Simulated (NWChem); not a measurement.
All runs are NWChem calculations. System: F3Sb, charge 0, spin multiplicity 1, at a geometry optimised with PBE0/def2-SVP with def2 effective core potentials on Sb. The structure started from a generated list of species. Level: CAM-B3LYP/def2-SVPD with def2 effective core potentials on Sb.

Input file:

```
start mol
memory heap 200 mb stack 900 mb global 1100 mb
geometry units angstroms nocenter noautoz
  Sb     0.003674     0.348059     0.000000
  F     -0.823202    -0.648832     1.413878
  F     -0.823202    -0.648832    -1.413878
  F      1.625583    -0.674670     0.000000
  symmetry group Cs
end
basis spherical
  * library def2-svpd
end
ecp
  Sb library def2-ecp
end
dft
  xc xcamb88 1.00 lyp 0.81 vwn_5 0.19 hfexch 1.00
  cam 0.33 cam_alpha 0.19 cam_beta 0.46
  direct
  iterations 100
end
task dft energy
```

Output (cleaned and shortened):

```
             Northwest Computational Chemistry Package (NWChem) 7.3.0
             --------------------------------------------------------

                                NWChem Input Module
                                -------------------

 Scaling coordinates for geometry "geometry" by  1.889725989
 (inverse scale =  0.529177249)

 Turning off AUTOSYM since
 SYMMETRY directive was detected!

                             Geometry "geometry" -> ""
                             -------------------------

 Output coordinates in angstroms (scale by  1.889725989 to convert to a.u.)

  No.       Tag          Charge          X              Y              Z
 ---- ---------------- ---------- -------------- -------------- --------------
    1 Sb                  51.0000     0.00367400     0.34805900     0.00000000
    2 F                    9.0000    -0.82320200    -0.64883200     1.41387800
    3 F                    9.0000    -0.82320200    -0.64883200    -1.41387800
    4 F                    9.0000     1.62558300    -0.67467000     0.00000000

 Effective nuclear repulsion energy (a.u.)     425.5006860384

            Nuclear Dipole moment (a.u.)
            ----------------------------
        X                 Y               Z
 ---------------- ---------------- ----------------
    -0.0000283459     0.0000056692     0.0000000000

      Symmetry information
      --------------------

 Group name             Cs
 Group number              2
 Group order               2
 No. of unique centers     3

      Symmetry unique atoms

     1    2    4


 Summary of "ao basis" -> "" (spherical)
 ------------------------------------------------------------------------------
       Tag                 Description            Shells   Functions and Types
 ---------------- ------------------------------  ------  ---------------------
 *                         def2-svpd                  on all atoms

                                 NWChem DFT Module
                                 -----------------

 Summary of "ao basis" -> "ao basis" (spherical)
 ------------------------------------------------------------------------------
       Tag                 Description            Shells   Functions and Types
 ---------------- ------------------------------  ------  ---------------------
 Sb                        def2-svpd                12       32   5s4p3d
 F                         def2-svpd                 9       23   4s3p2d

 Summary of "ao basis" -> "ao basis" (spherical)
 ------------------------------------------------------------------------------
       Tag                 Description            Shells   Functions and Types
 ---------------- ------------------------------  ------  ---------------------
 Sb                        def2-svpd                12       32   5s4p3d
 F                         def2-svpd                 9       23   4s3p2d

      Symmetry analysis of basis
      --------------------------

        a'         61
        a"         40

  int_init: cando_txs set to always be  F

            General Information
            -------------------
          SCF calculation type: DFT
          Wavefunction type:  closed shell.
          No. of atoms     :     4
          No. of electrons :    50
           Alpha electrons :    25
            Beta electrons :    25
          Charge           :     0
          Spin multiplicity:     1
          Use of symmetry is: on ; symmetry adaption is: on
          Maximum number of iterations: 100
[...]
 d= 0,ls=0.0,diis     2   -539.3004356900  1.21D-01  8.47D-03  3.36D+00     3.8
 d= 0,ls=0.0,diis     3   -539.5814108705 -2.81D-01  8.07D-04  5.46D-03     5.6
 d= 0,ls=0.0,diis     4   -539.5819174529 -5.07D-04  3.38D-04  6.96D-04     7.3
 d= 0,ls=0.0,diis     5   -539.5819741009 -5.66D-05  3.42D-05  5.23D-06     9.1
 d= 0,ls=0.0,diis     6   -539.5819750845 -9.84D-07  1.27D-05  2.34D-07    10.9
 d= 0,ls=0.0,diis     7   -539.5819751565 -7.19D-08  2.33D-06  1.02D-08    12.7

         Total DFT energy =     -539.581975156476
      One electron energy =    -1269.429763390161
           Coulomb energy =      563.713245258160
    Exchange-Corr. energy =      -50.724110760766
 Nuclear repulsion energy =      216.858653736290

 Numeric. integr. density =       49.999996542781

     Total iterative time =     12.3s

                  Occupations of the irreducible representations
                  ----------------------------------------------

                     irrep           alpha         beta
                     --------     --------     --------
                     a'               16.0         16.0
                     a"                9.0          9.0

                       DFT Final Molecular Orbital Analysis
                       ------------------------------------

 Vector   23  Occ=2.000000D+00  E=-4.891745D-01  Symmetry=a"
              MO Center= -5.4D-01, -6.1D-01,  8.1D-10, r^2= 2.9D+00
   Bfn.  Coefficient  Atom+Function         Bfn.  Coefficient  Atom+Function
  ----- ------------  ---------------      ----- ------------  ---------------
    39      0.362834  2 F  pz                62      0.362834  3 F  pz
    38      0.247228  2 F  py                42     -0.247673  2 F  pz
    61     -0.247228  3 F  py                65     -0.247673  3 F  pz
    85      0.224825  4 F  pz                41     -0.161922  2 F  py
    64      0.161922  3 F  py                88     -0.151121  4 F  pz

 Vector   24  Occ=2.000000D+00  E=-4.850483D-01  Symmetry=a"
              MO Center= -6.9D-03, -6.4D-01, -4.4D-14, r^2= 3.1D+00
   Bfn.  Coefficient  Atom+Function         Bfn.  Coefficient  Atom+Function
  ----- ------------  ---------------      ----- ------------  ---------------
    85      0.389316  4 F  pz                37     -0.337157  2 F  px
    60      0.337157  3 F  px                88     -0.260820  4 F  pz
    40      0.225876  2 F  px                63     -0.225876  3 F  px
    39     -0.194700  2 F  pz                62     -0.194700  3 F  pz
    42      0.130438  2 F  pz                65      0.130438  3 F  pz

 Vector   25  Occ=2.000000D+00  E=-4.192826D-01  Symmetry=a'
              MO Center=  2.5D-03,  2.3D-01, -4.3D-15, r^2= 3.1D+00
   Bfn.  Coefficient  Atom+Function         Bfn.  Coefficient  Atom+Function
  ----- ------------  ---------------      ----- ------------  ---------------
     3      0.506313  1 Sb s                  4      0.489635  1 Sb s
    13      0.320494  1 Sb py                84      0.260796  4 F  py
    38      0.258795  2 F  py                61      0.258795  3 F  py
     1     -0.222529  1 Sb s                 87     -0.187993  4 F  py
    41     -0.186427  2 F  py                64     -0.186427  3 F  py

 Vector   26  Occ=0.000000D+00  E=-3.793991D-02  Symmetry=a"
              MO Center=  1.2D-01,  7.1D-01, -1.0D-10, r^2= 3.6D+00
   Bfn.  Coefficient  Atom+Function         Bfn.  Coefficient  Atom+Function
  ----- ------------  ---------------      ----- ------------  ---------------
    14      0.544068  1 Sb pz                17      0.543859  1 Sb pz
    29      0.355155  1 Sb d -1              11     -0.175876  1 Sb pz
    38      0.146861  2 F  py                61     -0.146861  3 F  py
     8     -0.140095  1 Sb pz                85      0.135050  4 F  pz
    35     -0.126906  2 F  s                 58      0.126906  3 F  s

 Vector   27  Occ=0.000000D+00  E=-3.793907D-02  Symmetry=a'
              MO Center= -1.0D-01,  7.2D-01,  1.0D-10, r^2= 3.6D+00
   Bfn.  Coefficient  Atom+Function         Bfn.  Coefficient  Atom+Function
  ----- ------------  ---------------      ----- ------------  ---------------
    12      0.544037  1 Sb px                15      0.543828  1 Sb px
    28      0.356259  1 Sb d -2               9     -0.175866  1 Sb px
    84      0.171783  4 F  py                81     -0.146539  4 F  s
    87     -0.144511  4 F  py                89      0.143448  4 F  px
     6     -0.140087  1 Sb px                90     -0.129230  4 F  py

 Vector   28  Occ=0.000000D+00  E= 1.145847D-02  Symmetry=a'
              MO Center=  7.4D-03,  7.0D-01,  3.2D-14, r^2= 4.7D+00
   Bfn.  Coefficient  Atom+Function         Bfn.  Coefficient  Atom+Function
  ----- ------------  ---------------      ----- ------------  ---------------
     4      1.664965  1 Sb s                  5     -0.794358  1 Sb s
    16     -0.574937  1 Sb py                 3      0.529822  1 Sb s
    13     -0.421094  1 Sb py                32      0.419904  1 Sb d  2
    90     -0.307157  4 F  py                44     -0.304862  2 F  py
    67     -0.304862  3 F  py                30      0.242484  1 Sb d  0

 center of mass
 --------------
 x =   0.00051662 y =   0.04897451 z =   0.00000000

 moments of inertia (a.u.)
 ------------------
         411.131792051879           1.385444419820           0.000000000000
           1.385444419820         542.486747175654           0.000000000000
           0.000000000000           0.000000000000         411.120011495771

     Multipole analysis of the density
     ---------------------------------

     L   x y z        total         alpha         beta         nuclear
     -   - - -        -----         -----         ----         -------
     0   0 0 0      0.000000    -25.000000    -25.000000     50.000000

     1   1 0 0      0.017375      0.105901      0.105901     -0.194428
     1   0 1 0      1.645323     10.030965     10.030965    -18.416606
     1   0 0 1      0.000000      0.000000      0.000000      0.000000

     2   2 0 0    -32.221834    -80.355969    -80.355969    128.490104
     2   1 1 0      0.030156      0.420431      0.420431     -0.810705
     2   1 0 1      0.000000      0.000000      0.000000      0.000000
     2   0 2 0    -29.362394    -40.501146    -40.501146     51.639898
     2   0 1 1      0.000000      0.000000      0.000000      0.000000
     2   0 0 2    -32.222080    -80.359697    -80.359697    128.497314

 Task  times  cpu:       12.7s     wall:       12.7s

 Total times  cpu:       12.7s     wall:       12.7s
```
